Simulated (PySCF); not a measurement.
C₃H₇I.
SMILES with atom numbers: `[CH3:1][CH2:2][CH2:3][I:4]` (hydrogens: H5, H6, H7 on C1; H8, H9 on C2; H10, H11 on C3)

The calculation used PBE0-D3(BJ)/def2-SVP geometry optimisation, gas phase, def2 core potentials past Kr in PySCF 2.14.0.

Q: Give the optimised bond lengths and angles.

A: 
```tsv
bond	length (Å)
C1–C2	1.519
C2–C3	1.513
C3–I4	2.169
C1–H5, C1–H6, C1–H7	1.101
C2–H8, C2–H9	1.104
C3–H10, C3–H11	1.098
```

Bonds in one row agree within 0.01 Å and their mean is given. A selection of angles:
```tsv
angle	degrees
C2–C1–H5	111.0
H5–C1–H6	107.8
C1–C2–C3	115.0
C1–C2–H8	110.4
C3–C2–H8	109.5
C3–C2–H9	106.0
H8–C2–H9	105.9
C2–C3–I4	113.6
C2–C3–H10	112.4
I4–C3–H10	104.5
I4–C3–H11	104.2
H10–C3–H11	109.1
```

Dihedral angles: C1–C2–C3–I4 66° (synclinal). The mirror-image conformer, all signs reversed, is as good.

Of the pairs four or more bonds apart, I4···H7 is among the closest relative to their van der Waals radii: 3.11 Å, 98 % of the sum of Bondi's values.

Point group: C1 (no symmetry element, even within 0.4 Å). Not checked by PBE0-D3(BJ)/def2-SVP frequencies. The numbers are those of one conformer.
